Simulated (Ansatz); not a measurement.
Cost and result for the atomization energy of C6H15Cl3GaP, SMILES `CC[P+](CC)(CC)[Ga-]([Cl])([Cl])[Cl]` (26 atoms, 25 bonds).

```xyz
26

C    -1.729    0.679   -2.091
C    -1.318    1.085   -0.682
P    -0.045    0.001    0.030
C    -0.774   -1.657    0.189
C     0.179   -2.672    0.804
C     0.298    0.603    1.711
C     0.891    2.005    1.734
Ga    1.934   -0.034   -1.312
Cl    1.552   -1.598   -2.776
Cl    3.523   -0.499    0.100
Cl    2.038    1.972   -2.149
H    -2.194   -0.309   -2.112
H    -2.453    1.393   -2.487
H    -0.871    0.664   -2.765
H    -0.884    2.088   -0.694
H    -2.175    1.104    0.000
H    -1.043   -1.963   -0.826
H    -1.701   -1.571    0.766
H     1.099   -2.755    0.223
H     0.448   -2.411    1.829
H    -0.291   -3.657    0.826
H    -0.629    0.546    2.292
H     1.005   -0.109    2.145
H     1.124    2.292    2.761
H     1.815    2.054    1.156
H     0.200    2.748    1.332
```

Total charge 0; spin multiplicity 1. Correlated methods include outer-core shells of Ga, which these sets cover unevenly. Scalar relativity is left out up to krypton. All single points use the PBE0-D4/def2-TZVP geometry. It is one conformer, not always the lowest. Program: Ansatz. All runs use 11 threads of an AMD EPYC 7R13 on a shared host and a whole NVIDIA H100 80 GB. Times are those of one run each, without the atoms' runs, and a repeat can differ threefold. Electronic energies, without spin–orbit coupling; frozen cores. CCSD(T)/CBS adds CCSD(T) − MP2 in def2-TZVPP to the MP2 limit, and its time is that of the two runs behind it. T1 = 0.010. With those shells the extrapolation isn't a true limit. B3LYP takes the VWN-RPA correlation (the form of Gaussian; ORCA's B3LYP/G). HSE06 is the plane-wave form, built on full-range PBE exchange.

CCSD(T)/CBS is a level of theory with its own doubt, some kJ/mol a heavy atom from the limit and from the frozen cores, so smaller differences don't rank the functionals.

| level | functions | wall time | atomization (kJ/mol) | difference from CCSD(T)/CBS | per bond |
| --- | --- | --- | --- | --- | --- |
| PBE0-D4/def2-TZVPP | 612 | 3.8 s | 9787.3 | 66.5 | 2.7 |
| HSE06-D4/def2-TZVPP | 612 | 3.9 s | 9791.5 | 70.7 | 2.8 |
| r2SCANh-D4/def2-TZVPP | 612 | 4 s | 9728.0 | 7.2 | 0.3 |
| LDA (SPW92)/def2-TZVPP | 612 | 4.2 s | 11004.2 | 1283.4 | 51.3 |
| B3LYP-D4/def2-TZVPP (with forces) | 612 | 4.2 s | 9695.7 | -25.1 | -1.0 |
| B97M-V/def2-TZVPP | 612 | 4.3 s | 9766.8 | 46.0 | 1.8 |
| CCSD(T)/def2-SVP | 263 | 5.5 s | 9259.6 | -461.2 | -18.4 |
| PBE-D4/def2-TZVPP (with forces) | 612 | 6.5 s | 9867.7 | 146.9 | 5.9 |
| ωB97M-V/def2-TZVPP (with forces) | 612 | 6.5 s | 9751.1 | 30.3 | 1.2 |
| PBE-QIDH/def2-TZVPP | 612 | 7 s | 9726.7 | 5.9 | 0.2 |
| MP2/def2-QZVPP | 1161 | 13 s | 9759.8 | 39.0 | 1.6 |
| CCSD(T)/def2-TZVPP | 612 | 88 s | 9506.7 | -214.1 | -8.6 |
| CCSD(T)/CBS(def2) | – | 100 s | 9720.8 | 0.0 | 0.0 |

In def2-TZVPP, CCSD(T) changes the Hartree–Fock value by +2189.2 kJ/mol (the triples alone add +133.1 kJ/mol) and MP2 by +2318.4 kJ/mol; breaking electron pairs costs correlation energy, which Hartree–Fock lacks. From BLYP to BHLYP (50 % exact exchange), in def2-TZVPP and without D4, the atomization energy moves by −16.7 kJ/mol: exact exchange takes away binding that semilocal exchange gives to molecules. Leaving LDA and LC-ωPBE aside and taking each functional with its dispersion term where it has one, the values, not all of them listed here, spread over 341.7 kJ/mol, from BHLYP-D4 to PBE-D4. LDA lies +1236.9 kJ/mol from PBE without D4, its usual overbinding.
